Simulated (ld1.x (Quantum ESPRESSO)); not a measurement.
Results of a calculation; reference values are marked as such.
## Pseudopotentials across the periodic table

Generated with ld1.x 7.5 (TM, RRKJ, ultrasoft, PAW), atompaw 4.2 or ONCVPSP 4.0.1. The cutoff is in Ry: for ld1.x and atompaw files where the sum of valence levels is converged to 10 mRy in a Bessel basis, for ONCV files where the hardest occupied wave has 1 mHa per electron of residual kinetic energy. The error is the largest all-electron minus pseudo excitation energy over each file’s own four to seven test configurations (ionisations up to +4, promotions, holes and added fractions of an electron), all of which were solved. The labels leave out finer settings (local radius, basis sizes, second energies), which also bear on the numbers. Spin-polarised tests are not counted. The rows are a selection from randomly drawn settings: files with unsolved tests, undetermined cutoffs or missed reference levels are left out.

| element | potential | cutoff (Ry) | largest error (meV) | bound ghosts |
| --- | --- | --- | --- | --- |
| Ne | RRKJ, LDA (PZ), scalar-relativistic, rc 0.75/1.20/1.14 (spd), local s, core correction no, reference 2s2 2p6 | 160 | +2132 | none |
| Pd | RRKJ, LDA (PZ), scalar-relativistic, rc 2.40/3.45/1.60 (spd), local s, core correction no, reference 4d9 5s1 5p0 | 55 | -465 | none |
| Re | RRKJ, PBE, scalar-relativistic, rc 1.45/1.45/1.95 (spd), local s, core correction no, reference 5s2 5p6 5d5 6s0 6p0 | 80 | +2604 | none |
| Ir | TM, PBE, scalar-relativistic, rc 2.20/3.55/1.30 (spd), local s, core correction yes, reference 5d7 6s1.5 6p0 | 40 | -622 | none |

(1) Fill in the row for B: ultrasoft, PBEsol, scalar-relativistic, rc 1.45/3.45/2.90 (spd), local smoothed, core correction no, reference 2s2 2p1.

(2) Fill in the row for Se: TM, LDA (PZ), scalar-relativistic, rc 1.30/1.80 (sp), local p, core correction no, reference 4s2 4p3.5.

Answers

(1) cutoff 6 Ry, largest error +64 meV, bound ghosts: none.

(2) cutoff 45 Ry, largest error +20 meV, bound ghosts: none.
